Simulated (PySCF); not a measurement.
## Pt⁺ (platinum, charge +1) across methods

[Xe] 4f14 5d8 6s1, high-spin 4F determinant (an excited configuration). Calculation: PySCF 2.14, in def2-TZVPPD with the def2 core potential (60 electrons) (6s5p3d2f1g, 59 functions); a scalar-relativistic core potential.

```tsv
method	E (hartree)	mean ε 5d α (eV)	mean ε 5d β (eV)	mean ε 6s α (eV)	Σ⟨r²⟩ (bohr²)	⟨S²⟩
BP86	-119.0259	-17.398	-16.006	-14.684	42.57	3.751
UHF	-118.11039	-23.370	-21.317	-16.894	42.51	3.753
M06-L	-118.9742	-17.461	-15.833	-14.050	42.10	3.751
LC-wPBE	-118.9202	-21.713	-20.216	-17.592	42.31	3.751
LDA	-118.6832	-17.452	-15.962	-14.835	42.80	3.750
PBE	-118.9320	-17.312	-15.839	-14.528	42.64	3.751
r2SCAN	-118.9520	-17.741	-16.042	-14.834	42.28	3.751
HSE06	-118.8931	-18.615	-17.040	-14.910	42.48	3.751
PBE0	-118.8954	-19.039	-17.446	-15.304	42.44	3.751
```

Energies and moments cover only the electrons outside the core potential. Spin-orbit coupling, absent here, splits the open shell strongly.
